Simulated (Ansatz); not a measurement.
A run on CH4Al2O2, SMILES `O[CH]1[AlH][Al]1[OH]` with other settings.

```yaml
crystal:
  periodic: [false, false, false]
  atoms:
    - {symbol: O, position_ang: [1.527582, 0.050460, -1.527278]}
    - {symbol: C, position_ang: [0.698913, -0.190410, -0.447816]}
    - {symbol: Al, position_ang: [0.017767, -1.829193, 0.419036]}
    - {symbol: Al, position_ang: [-0.836379, 0.453489, 0.591838]}
    - {symbol: O, position_ang: [-1.753724, 1.880716, 0.624395]}
    - {symbol: H, position_ang: [1.490201, 0.984252, -1.750974]}
    - {symbol: H, position_ang: [1.234935, -0.051436, 0.581934]}
    - {symbol: H, position_ang: [0.174766, -3.408544, 0.256709]}
    - {symbol: H, position_ang: [-2.465559, 2.064366, 1.235055]}
basis:
  gaussian: {orbitals: def2-TZVP}
hamiltonian: {xc: {name: r2SCANh}, dispersion: d4}
output: {forces: true}
```

```sh
$ ansatz run in.yaml --threads 2 --pin off --events-out ev --progress --plain --max-ram 4352MiB
```

It prints (some lines left out):

```
Functional definition: r2SCANh
1176 factors; their error is unknown
mean field evaluation 1: about -18372.9549 eV, gradient 8.6e1 eV
mean field evaluation 2: about -18279.4020 eV, gradient 2.0e2 eV
mean field evaluation 4: about -18386.8798 eV, gradient 2.0e1 eV
mean field evaluation 8: about -18387.5770 eV, gradient 2.9e-1 eV
mean field evaluation 16: about -18387.5837 eV, gradient 7.6e-4 eV
mean field -18387.58369364 eV, -675.7312371896 hartree, gradient 6.9e-5 eV, S^2 0.000000; 0 other end points of the search recorded, 0 dependent functions left out
reference -18387.58370690 eV, -675.7312376766 hartree; 26, 26 occupied and 165, 165 virtual orbitals, 1176 factors
Total energy: -18387.62847321 eV, -675.7328828084 hartree
Atom 0 at     1.527582     0.050460    -1.527278 Å, force     0.110246     0.016665    -0.113912 eV/Å
Atom 1 at     0.698913    -0.190410    -0.447816 Å, force    -0.158089    -0.030445     0.049836 eV/Å
Atom 2 at     0.017767    -1.829193     0.419036 Å, force     0.029222     0.001713     0.013535 eV/Å
Atom 3 at    -0.836379     0.453489     0.591838 Å, force     0.025740     0.021466     0.010351 eV/Å
Atom 4 at    -1.753724     1.880716     0.624395 Å, force     0.012839    -0.039950     0.009828 eV/Å
Atom 5 at     1.490201     0.984252    -1.750974 Å, force    -0.000835     0.004481     0.003141 eV/Å
Atom 6 at     1.234935    -0.051436     0.581934 Å, force    -0.029304    -0.008321     0.049240 eV/Å
Atom 7 at     0.174766    -3.408544     0.256709 Å, force    -0.001274     0.029837    -0.007120 eV/Å
Atom 8 at    -2.465559     2.064366     1.235055 Å, force     0.011456     0.004552    -0.014899 eV/Å
Dipole moment:    -0.210049     0.206274     0.198013 e Å
```

Run time 7.5 s (2 threads of an Arm Neoverse V2 on a shared host); peak host memory 0.46 GiB.
